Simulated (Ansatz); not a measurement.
Reaction (formal loss of a carbene): `C[O][SnH]([Cl])[O]C` → `[CH2]` (triplet) + `C[O][SnH]([OH])[Cl]`

Calculated with Ansatz (gas phase, PBE0-D4/def2-TZVP geometries, no zero-point term in ΔE). CBS: MP2 limit from def2 TZ/QZ plus the TZ coupled-cluster correction, frozen cores. This one scheme is used for every species. Functionals use def2-TZVPP. Triplets are unrestricted, without spin–orbit coupling. Elements past krypton have def2 core potentials. For Sn outer-core shells are correlated without core-valence functions, which leaves a few kJ/mol of doubt a bond. One conformer a species, not always the lowest.

```tsv
level	ΔE (eV)
PBE	3.93
HF/def2-TZVPP	2.47
```

What does CCSD(T)/CBS give? (An estimate is asked.)

The calculation gave: +3.92 eV. The listed levels differ from it by 0.01, -1.45 eV.

Largest T1 diagnostic among the species: 0.013.

From PBE to PBE0 (25 % exact exchange), in def2-TZVPP and without D4, ΔE moves by −0.10 eV. The D4 term adds +0.12 eV with B3LYP and +0.06 eV with PBE0; it sums over pairs of atoms, weighted by their polarisabilities, and B3LYP, whose exchange is more repulsive, gets the larger term. In def2-TZVPP, CCSD(T) changes the Hartree–Fock value by +1.35 eV (the triples alone add +0.12 eV) and MP2 by +1.43 eV.

B3LYP here is the variant with VWN-RPA as its local correlation; programs differ in this.
